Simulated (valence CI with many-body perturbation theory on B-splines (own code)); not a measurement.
Results of a calculation; reference values are marked as such.
# Tm XLVII in three bases

Level of theory: configuration interaction combined with many-body perturbation theory (CI+MBPT): five valence electrons over a frozen Dirac-Fock core [Ar], a basis of 7 s, 7 p, 8 d, 6 f, 4 g, 1 h functions for each j, with the one-electron correlation potential Σ1, the two-electron term Σ2, the three-electron term Σ3, Breit, model QED; selected CI, second order for the rest, scaled by the run's own slope (own B-spline code, finite nucleus).

The last digits are not significant, and no measured levels were compared; by estimate large intervals hold to a few tenths of a per cent, small ones and those within an open d or f shell to about a per cent. Among the levels kept, up to 550 cm⁻¹ of a level comes from second order outside the variational space, and about a tenth of that is noise between levels of different J, which matters for small intervals. Only levels of the ground parity were solved; by the run's estimate the other parity begins above the list, which can be wrong where configurations are misplaced.

The reference run has the lowest level (3d3/2^4 3d5/2) J=5/2 and an ionisation energy of 3895.02 eV. Its largest variational space holds 20000 state functions.

Levels are named by their leading jj configuration (3d3/2^4 stands for four electrons in 3d with j = 3/2), which in mixed levels can hold well under half, so a name can repeat and another be missing. Letters in brackets count levels of one name in rising energy.

Changed runs:
A. basis 6 s, 6 p, 5 d, 5 f, 1 g
B. basis 5 s, 5 p, 4 d, 4 f

Excitation energies of the reference run in cm⁻¹, and shifts in cm⁻¹:

| Level | Reference | A | B |
| --- | --- | --- | --- |
| (3d3/2^3 3d5/2^2) J=5/2 [a] | 317215 | -250 | -502 |
| (3d3/2^3 3d5/2^2) J=7/2 [a] | 405756 | -39 | +311 |
| (3d3/2^3 3d5/2^2) J=11/2 | 416689 | +15 | +332 |
| (3d3/2^3 3d5/2^2) J=3/2 [a] | 417690 | -62 | +218 |
| (3d3/2^3 3d5/2^2) J=9/2 | 454794 | +19 | +660 |
| (3d3/2^3 3d5/2^2) J=5/2 [b] | 479340 | +30 | +852 |
| (3d3/2^3 3d5/2^2) J=1/2 | 500332 | -18 | +692 |
| (3d3/2^3 3d5/2^2) J=7/2 [b] | 515117 | +118 | +1073 |
| (3d3/2^3 3d5/2^2) J=3/2 [b] | 628665 | +193 | +1271 |
| (3d3/2^2 3d5/2^3) J=5/2 [a] | 717153 | -229 | -314 |
| (3d3/2^2 3d5/2^3) J=7/2 [a] | 778133 | -179 | +173 |
| (3d3/2^2 3d5/2^3) J=11/2 | 783053 | -107 | +165 |
| Ionisation energy (eV) | 3895.02 | -0.11 | -0.20 |
